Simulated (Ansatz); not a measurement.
Cl₂GeH₂O, SMILES `[OH][GeH]([Cl])[Cl]`, relaxed with RKS PBE0-D4/def2-TZVP in Ansatz from a PBE-D4/def2-SVP geometry. The force threshold is 0.005 eV/Å; the program also tests the step.

Charge 0, multiplicity 1.

Start:

```xyz
6

O    -1.436    0.217   -0.223
Ge    0.328    0.260   -0.023
Cl    1.270   -1.137   -1.388
Cl    0.865   -0.371    1.981
H    -1.800   -0.673   -0.049
H     0.773    1.704   -0.299
```

| step | energy (eV) | largest force (eV/Å) | largest move (Å) |
| --- | --- | --- | --- |
| 1 | -83630.6360 | 0.732 | 0.000 |
| 2 | -83630.6687 | 0.287 | 0.038 |
| 3 | -83630.6709 | 0.084 | 0.010 |
| 4 | -83630.6713 | 0.081 | 0.014 |
| 5 | -83630.6715 | 0.004 | 0.002 |

End:

```xyz
6

O    -1.416    0.200   -0.214
Ge    0.324    0.261   -0.022
Cl    1.247   -1.117   -1.370
Cl    0.852   -0.359    1.954
H    -1.790   -0.671   -0.054
H     0.782    1.686   -0.294
```

Hardware: 2 threads of a server CPU on a shared host. Wall time 18 s, peak host memory 0.47 GiB.
